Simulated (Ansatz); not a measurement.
(1) Predict a relaxed structure of Se(SiH3)2 (Si₂H₆Se), charge 0, singlet, at PBE0-D4/def2-SVP (Ansatz).

## Answers

(1) 
| atom | x (Å) | y (Å) | z (Å) |
| --- | --- | --- | --- |
| Se1 | -0.849 | 0.605 | 1.188 |
| Si2 | 1.026 | 1.340 | 0.105 |
| H3 | 2.132 | 0.344 | 0.219 |
| H4 | 1.415 | 2.614 | 0.773 |
| H5 | 0.748 | 1.585 | -1.341 |
| Si6 | -1.071 | -1.310 | -0.043 |
| H7 | -2.300 | -1.988 | 0.457 |
| H8 | 0.114 | -2.201 | 0.136 |
| H9 | -1.215 | -0.990 | -1.494 |
Point group C2v (tolerance 0.1 Å). This is one stationary point.
